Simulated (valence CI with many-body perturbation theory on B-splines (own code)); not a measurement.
## Level structure of Te XXXIX

Level of theory: configuration interaction combined with many-body perturbation theory (CI+MBPT): four valence electrons over a frozen Dirac-Fock core [Ne], radial functions for each j: 11 s, 11 p, 10 d, 8 f, 5 g, 2 h, with the one-electron correlation potential Σ1 (screened to all orders), the two-electron term Σ2, the three-electron term Σ3, Breit, model QED; selected single and double excitations, second order for the rest, scaled by the run's own slope (own B-spline code, finite nucleus).

The last digits are not significant, and no measured levels were compared; by estimate large intervals hold to a few tenths of a per cent, small ones and those within an open d or f shell to about a per cent. Among the levels kept, up to 690 cm⁻¹ of a level comes from second order outside the variational space, and about a tenth of that is noise between levels of different J, which matters for small intervals.

Levels 46 to 90 of 174, with energies above the lowest level, (3s^2 3p1/2^2) J=0. "Leading %" is the weight of the configuration and term that name the level; weights of strongly mixed levels are sums over their largest components and can fall short. In the jj column 3d3/2^4 stands for four electrons in 3d with j = 3/2. Lifetimes count E1, E2, E3, M1 and M2 decay at the calculated energies, and are blank where another channel may lead or the interval is too uncertain; long ones can be off by a factor of two.

```
No.  Configuration  Term  J  E (× 10³ cm⁻¹)  Leading %  Second component  Lifetime      g                   Leading jj
 46        3s3p²3d    ⁵P  1          3061.5         37   27 % 3s3p²3d ³P   5.78 ps  1.829  3s 3p1/2 3p3/2 3d5/2 (52 %)
 47        3s3p²3d    ³G  3          3097.7         55   19 % 3s3p²3d ¹F   5.40 ps  0.909  3s 3p1/2 3p3/2 3d3/2 (91 %)
 48        3s3p²3d    ⁵D  3          3106.0         31   27 % 3s3p²3d ³F   9.91 ps  1.248  3s 3p1/2 3p3/2 3d5/2 (73 %)
 49        3s3p²3d    ³D  1          3131.2         44   16 % 3s3p²3d ³P   3.24 ps  0.822  3s 3p1/2 3p3/2 3d3/2 (73 %)
 50        3s3p²3d    ¹D  2          3159.6         26   20 % 3s3p²3d ³P   5.23 ps  1.252  3s 3p1/2 3p3/2 3d5/2 (63 %)
 51        3s3p²3d    ¹G  4          3178.2         47   20 % 3s3p²3d ³F   17.2 ps  1.145  3s 3p1/2 3p3/2 3d5/2 (70 %)
 52        3s3p²3d    ³D  3          3193.4         54   29 % 3s3p²3d ³F   4.23 ps  1.222  3s 3p1/2 3p3/2 3d5/2 (63 %)
 53        3s3p²3d    ³D  1          3212.4         56   16 % 3s3p²3d ³P   1.97 ps  0.885  3s 3p1/2 3p3/2 3d3/2 (84 %)
 54        3s3p²3d    ³P  0          3230.2         79    16 % 3s²3d² ³P   3.60 ps         3s 3p1/2 3p3/2 3d3/2 (56 %)
 55        3s3p²3d    ³G  4          3242.9         52   31 % 3s3p²3d ³F   7.17 ps  1.116  3s 3p1/2 3p3/2 3d5/2 (86 %)
 56        3s3p²3d    ³D  3          3245.1         31   18 % 3s3p²3d ¹F   5.24 ps  1.139  3s 3p1/2 3p3/2 3d5/2 (84 %)
 57        3s3p²3d    ³D  1          3260.2         65   13 % 3s3p²3d ¹P   8.20 ps  0.704  3s 3p1/2 3p3/2 3d5/2 (86 %)
 58        3s3p²3d    ³F  2          3264.7         38   10 % 3s3p²3d ¹D   1.97 ps  0.898  3s 3p1/2 3p3/2 3d3/2 (71 %)
 59        3s3p²3d    ³P  1          3325.3         38   26 % 3s3p²3d ³S   4.94 ps  1.442  3s 3p1/2 3p3/2 3d5/2 (84 %)
 60        3s3p²3d    ³D  2          3335.5         31   14 % 3s3p²3d ³P   4.61 ps  1.162  3s 3p1/2 3p3/2 3d5/2 (74 %)
 61        3s3p²3d    ³F  3          3336.4         36   26 % 3s3p²3d ¹F   3.42 ps  1.104  3s 3p1/2 3p3/2 3d5/2 (76 %)
 62        3s3p²3d    ³P  0          3349.5         46   22 % 3s3p²3d ¹S   3.03 ps         3s 3p1/2 3p3/2 3d5/2 (46 %)
 63        3s3p²3d    ³D  2          3382.6         42   19 % 3s3p²3d ³P   2.43 ps  1.165  3s 3p1/2 3p3/2 3d5/2 (74 %)
 64            3p⁴    ¹D  2          3431.1         33   28 % 3s3p²3d ³D   3.05 ps  1.098         3p1/2 3p3/2^3 (34 %)
 65        3s3p²3d    ⁵D  4          3471.7         29   28 % 3s3p²3d ³F   15.7 ps  1.320      3s 3p3/2^2 3d5/2 (58 %)
 66            3p⁴    ³P  1          3476.1         52   19 % 3s3p²3d ¹P   1.88 ps  1.277         3p1/2 3p3/2^3 (52 %)
 67        3s3p²3d    ³D  3          3493.9         26    22 % 3s²3d² ³F   3.15 ps  1.277      3s 3p3/2^2 3d3/2 (55 %)
 68        3s3p²3d    ³D  2          3505.0         25   19 % 3s3p²3d ⁵P   2.88 ps  1.349      3s 3p3/2^2 3d3/2 (55 %)
 69        3s3p²3d    ⁵P  1          3505.2         22    15 % 3s²3d² ³P   3.12 ps  1.597      3s 3p3/2^2 3d3/2 (63 %)
 70         3s²3d²    ³F  2          3533.3         54    12 % 3s²3d² ¹D   1.42 ps  0.848          3s^2 3d3/2^2 (68 %)
 71        3s3p²3d    ¹S  0          3570.2         35   25 % 3s3p²3d ³P   5.42 ps             3s 3p3/2^2 3d5/2 (52 %)
 72        3s3p²3d    ³G  5          3571.1         59   40 % 3s3p²3d ⁵F   19.1 ps  1.276      3s 3p3/2^2 3d5/2 (93 %)
 73        3s3p²3d    ³F  4          3574.0         51    27 % 3s²3d² ¹G   4.95 ps  1.147      3s 3p3/2^2 3d3/2 (43 %)
 74         3s²3d²    ³P  0          3636.3         34   33 % 3s3p²3d ³P   1.44 ps                 3s^2 3d3/2^2 (48 %)
 75         3s²3d²    ³F  3          3660.6         56   12 % 3s3p²3d ³F   2.15 ps  1.171      3s^2 3d3/2 3d5/2 (56 %)
 76         3s²3d²    ¹D  2          3686.9         28    20 % 3s²3d² ³P   4.98 ps  1.231          3s^2 3d5/2^2 (49 %)
 77         3s²3d²    ¹D  2          3704.6         22    20 % 3s²3d² ³P   1.75 ps  1.166      3s^2 3d3/2 3d5/2 (53 %)
 78        3s3p²3d    ³D  1          3706.2         20    19 % 3s²3d² ³P   2.06 ps  1.042      3s 3p3/2^2 3d3/2 (48 %)
 79        3s3p²3d    ³F  4          3728.3         30    26 % 3s²3d² ¹G   2.37 ps  1.156      3s^2 3d3/2 3d5/2 (36 %)
 80        3s3p²3d    ³D  3          3739.9         42   29 % 3s3p²3d ¹F   4.96 ps  1.161      3s 3p3/2^2 3d5/2 (79 %)
 81        3s3p²3d    ³S  1          3741.5         31   14 % 3s3p²3d ³P   2.82 ps  1.640      3s 3p3/2^2 3d5/2 (63 %)
 82        3s3p²3d    ³P  0          3786.8         56    20 % 3s²3d² ³P   1.55 ps             3s 3p3/2^2 3d3/2 (58 %)
 83        3s3p²3d    ³D  1          3788.3         35    29 % 3s²3d² ³P   1.93 ps  1.059      3s 3p3/2^2 3d3/2 (47 %)
 84         3s²3d²    ³F  4          3802.6         52   33 % 3s3p²3d ³F   2.71 ps  1.233          3s^2 3d5/2^2 (59 %)
 85        3s3p²3d    ³F  3          3810.4         38   36 % 3s3p²3d ³D   2.46 ps  1.160      3s 3p3/2^2 3d5/2 (48 %)
 86        3s3p²3d    ³D  2          3817.6         50    11 % 3s²3d² ³P   2.05 ps  1.129      3s 3p3/2^2 3d3/2 (70 %)
 87        3s3p²3d    ³D  1          3834.3         54   13 % 3s3p²3d ³P   1.57 ps  0.875      3s 3p3/2^2 3d3/2 (78 %)
 88          3p³3d   ³F°  2          3842.3         22    14 % 3p³3d ³D°   11.5 ps  0.953   3p1/2^2 3p3/2 3d3/2 (78 %)
 89        3s3p²3d    ³D  3          3849.2         61   11 % 3s3p²3d ¹F   2.13 ps  1.226      3s 3p3/2^2 3d5/2 (61 %)
 90        3s3p²3d    ¹D  2          3871.5         14   12 % 3s3p²3d ³D   1.42 ps  1.138      3s 3p3/2^2 3d3/2 (62 %)
```

Where two levels of one J and parity lie close, their mixing, g and order are uncertain.
